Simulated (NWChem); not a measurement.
A series in which one site is exchanged, each optimised at PBE0/def2-SVP with NWChem, gas phase unless a solvent is named. All stand in one matching conformer (torsions within 35°), which need not be the lowest. This build's default masses of Se (78.918 u) and Br (79.917 u) are each other's, which moves their modes by up to 0.6 %. Some are not confirmed as minima by frequencies. def2 effective core potentials on I; no spin-orbit coupling.

A: [I][Be][O][SiH3] (BeSiH₃OI; site = I)
B: [O]([SiH3])[Be][F] (BeSiH₃OF; site = F)
C: [BeH][O][SiH3] (BeSiH₄O; site = H)
D: [SiH3][O][Be][Br] (BeSiH₃OBr; site = Br)

```tsv
quantity	A	B	C	D
dipole (D), PBE0/def2-SVP	[?]	1.27	0.59	1.23
vertical ionisation energy, ΔSCF, CAM-B3LYP/def2-SVP (eV)	[?]	11.51	11.45	10.94
static polarisability, CAM-B3LYP/def2-SVPD (bohr³)	[?]	42.5	46.8	65.1
lowest singlet excitation, CAM-B3LYP/def2-SVPD, TDA (eV)	[?]	7.33	7.58	7.03
```

Fill in the missing entries.


- dipole (D), PBE0/def2-SVP, A: 1.21
- vertical ionisation energy, ΔSCF, CAM-B3LYP/def2-SVP (eV), A: 10.18
- static polarisability, CAM-B3LYP/def2-SVPD (bohr³), A: 79.2
- lowest singlet excitation, CAM-B3LYP/def2-SVPD, TDA (eV), A: 6.23
